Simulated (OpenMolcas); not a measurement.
## Tc2+: moving or changing the point charges

Tc2+ among 6 point charges of -1.7 e arranged as an octahedron (Oh), 1.96 Å from the ion.

| Item | Value |
| --- | --- |
| Program | OpenMolcas |
| Method | CASSCF |
| Basis | ANO-RCC-VDZP [6s5p3d1f] |
| Scalar Hamiltonian | DKH2, point nucleus |
| Active space | 5 electrons in 5 orbitals (4d) |
| State averaging | 2S+1 = 6 even, 1 root; 2S+1 = 4 even, 24 roots; 2S+1 = 2 even, 75 roots |
| Spin-orbit coupling | state interaction with AMFI integrals over the reference wave functions |

Runs around this geometry, states (labels of O, the rotations of Oh). Energies in cm-1 above the lowest state or level, χT in cm3 K/mol; 10Dq and B are least-squares fits to the states below 45000 cm-1, weighted by degeneracy, with a free offset, and given where the rms deviation is under 5 % of |10Dq| (or 100 cm-1) and under 700 cm-1.

```csv
R (Å),q (e),Ground state,10Dq,B (rms of fit),First gap with spin-orbit (degeneracies),χT at 300 K,First state of another spin
2.14,-1.1,6A1,6417,801 (186),"0.1 (2, 4)",4.376,4T1 19623
1.96,-1.7,6A1,14138,795 (628),"1.2 (2, 4)",4.362,4T1 11296
2.3,-1.7,6A1,7156,802 (233),"0.1 (2, 4)",4.376,4T1 18922
```

Taking |10Dq| as R^-n, n = -ln(7156 / 14138) / ln(2.3 / 1.96) = 4.3 between the shortest and longest distance. The point-charge formula for a cubic d site gives n = 5.

Without dynamic correlation the repulsion within the d shell is too large (B by tens of per cent), so at a given field states of lower spin stand too high. Point charges give a weaker field than real ligands, and real ions of this kind are as a rule low spin; the high spin found here belongs to the model. Point charges carry no covalency, so the field is a model and not that of real ligands. No measured value stands beside these numbers.
